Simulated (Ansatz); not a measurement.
A nudged elastic band was laid between two geometries of CH$_{5}$AlBN (9 atoms, charge 0, multiplicity 1).

Computed with Ansatz 0.2.0, RKS PBE0-D4/def2-SVP.

```
movable images  : 5
climbing image  : yes
spring          : 5.0 eV/Å²
optimiser       : quadratic models (default)
start path      : through a guess of the saddle point
force threshold : 0.05 eV/Å
iteration limit : 26
end points      : relaxed
```

Initial state:

```xyz
9
Properties=species:S:1:pos:R:3
B -0.304 1.096 -1.114
N -0.191 0.250 -0.011
C 0.702 -0.966 0.144
Al -0.436 -0.466 1.599
H 0.364 0.898 -2.111
H -1.077 2.032 -1.062
H 0.465 -1.792 -0.544
H 1.779 -0.743 0.121
H -1.214 -0.356 2.960
```

Final state:

```xyz
9
Properties=species:S:1:pos:R:3
B -0.304 1.096 -1.113
N -0.193 0.249 -0.011
C 0.701 -0.966 0.143
Al -0.436 -0.467 1.600
H -1.078 2.031 -1.063
H 0.366 0.899 -2.109
H 0.467 -1.792 -0.545
H 1.778 -0.741 0.122
H -1.214 -0.355 2.961
```

Q: What changes between the two ends?

A: No bond is made or broken. The dihedral H6–B1–N2–C3 goes from -180 to 0°. The two ends are copies of one structure, up to a mirror image or an exchange of like atoms.

Q: What energy profile does the band end with?

A: It converged. The highest image is number 2 of 0 to 6, 0.75 eV above the ends, which have the same energy within 2 meV. A vibrational analysis at the climbing image gives one clearly imaginary mode, 256i cm⁻¹: a first-order saddle point.

```csv
image,path coordinate (Å),energy (eV),dihedral H6–B1–N2–C3 (°)
0,0.00,0.00,-180
1,1.33,0.43,-135
2,2.66,0.75,-78
3,3.24,0.61,-53
4,3.82,0.28,-29
5,4.40,0.05,-8
6,4.98,0.00,0
```

Q: What is the geometry of the highest image?

A: 
```xyz
9
Properties=species:S:1:pos:R:3
B -0.180 0.940 -1.103
N -0.545 0.375 0.145
C 0.640 -0.665 0.153
Al -0.661 -0.598 1.570
H -0.755 0.628 -2.131
H 0.752 1.726 -1.162
H 0.599 -1.411 -0.656
H 1.643 -0.213 0.239
H -1.404 -0.829 2.928
```

Q: What are the harmonic wavenumbers there?

A: 256i, 159, 290, 443, 494, 600, 648, 730, 848, 942, 972, 1036, 1077, 1214, 1393, 1460, 2027, 2499, 2576, 3060, 3143 cm⁻¹.

Time of the run: 9.9 min on 1 thread of Intel(R) Xeon(R) Platinum 8259CL CPU @ 2.50GHz (Skylake/Cascade Lake), with other jobs on the host, peak memory 0.19 GiB.
